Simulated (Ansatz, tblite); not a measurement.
Forces on B7H13 at its B3LYP-D4/def2-SVP geometry. Charge 0, multiplicity 1.

The xTB rows come from tblite. Another isomer (singlet) lies 1.46 eV lower at PBE0-D4/def2-TZVP; other spin states weren't run for this one.

GFN1-xTB (tblite), largest force 1.41 eV/Å:

```xyz
20
positions Å, forces eV/Å
B     1.021   -0.711    0.910    0.504    0.231    0.394
B    -0.450    0.604   -1.787    0.493   -0.086   -0.522
B     0.229    1.611    0.868    0.727    0.333    0.309
B     0.646   -1.387   -0.597    0.110   -0.607   -0.365
B    -0.041   -2.056    1.067   -0.177   -0.636    0.420
B    -1.149    1.429   -0.311   -1.276    0.582    0.105
B     0.144    0.299   -0.217    0.101   -0.589    0.053
H    -2.209    1.045    0.099    0.312    0.195   -0.161
H    -0.228   -2.026   -1.119    0.324    0.272   -0.183
H     0.421   -3.071    1.526   -0.230    0.330   -0.151
H     1.259    2.082    0.430   -0.314    0.139    0.383
H     0.285   -1.010    1.933    0.002    0.133    0.223
H    -1.233   -0.002   -2.457    0.386    0.163    0.231
H    -1.165    1.841   -1.520   -0.121    0.095    0.164
H     1.735   -1.461   -1.108   -0.410   -0.138   -0.012
H    -1.237   -1.922    1.018    0.460   -0.140   -0.036
H    -0.014    1.697    2.038    0.160   -0.065   -0.459
H     2.155   -0.507    1.230   -0.428   -0.141   -0.140
H     0.560    1.055   -2.282   -0.457   -0.098   -0.147
H    -0.729    2.491    0.281   -0.166    0.025   -0.108
```

GFN2-xTB (tblite), largest force 0.78 eV/Å:

```
B 0.048 0.377 0.148
B 0.591 -0.024 -0.228
B 0.666 0.178 -0.012
B 0.095 -0.101 -0.321
B -0.100 -0.191 0.634
B -0.651 0.428 0.002
B -0.223 -0.551 0.289
H 0.348 0.275 -0.198
H 0.622 0.267 -0.092
H -0.430 0.426 -0.282
H -0.414 0.099 0.558
H 0.231 0.038 -0.167
H 0.560 0.250 0.176
H -0.198 -0.054 0.443
H -0.593 -0.308 -0.005
H 0.543 -0.349 0.036
H 0.303 -0.019 -0.516
H -0.498 -0.236 -0.110
H -0.611 -0.235 -0.187
H -0.287 -0.271 -0.169
```

PBE-D4/def2-TZVP (Ansatz), largest force 0.28 eV/Å:

```
B 0.020 0.110 -0.083
B -0.059 0.002 0.262
B -0.115 -0.159 -0.126
B -0.076 0.175 0.148
B 0.021 0.160 -0.078
B 0.138 -0.247 0.034
B 0.052 -0.049 -0.038
H 0.062 0.059 -0.041
H 0.013 0.004 0.003
H -0.012 0.091 -0.052
H -0.035 -0.035 0.027
H -0.036 -0.100 -0.022
H 0.063 0.057 0.029
H 0.016 -0.015 -0.030
H -0.076 -0.008 0.046
H 0.092 -0.008 -0.003
H 0.031 0.013 -0.095
H -0.097 -0.015 -0.024
H -0.034 -0.029 0.025
H 0.033 -0.004 0.017
```
